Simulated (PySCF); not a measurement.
**Name the molecule from its bond curve**

A diatomic of charge +1 contains I. Its doublet curve at UHF in a double-zeta basis (spin-free X2C with a Gaussian nucleus, PySCF), in eV from the separated fragments:

R (Å), E (eV) and a bar:
```
    1.687     -0.685 ##############################
    1.766     -1.523 ##############
    1.844     -1.989 ####
    1.903     -2.157 #
    1.962     -2.211 
    2.021     -2.177 #
    2.099     -2.038 ###
    2.197     -1.775 #########
    2.315     -1.417 ################
    2.472     -0.986 ########################
```

The fit gives ωe = 811 cm⁻¹ and the rotational constant Bₑ = 0.4307 cm⁻¹.

Question: Which atom is the partner?

Answer: The minimum lies at 1.966 Å, so the reduced mass is 16.8576 u Å² cm⁻¹/(Bₑ·Re²) = 10.13 u. With I at 126.90 u the partner weighs about 11.0 u: B. The molecule is BI⁺.

Spin–orbit coupling is left out. The state was picked by a PBE0 search and need not be the measured ground state.
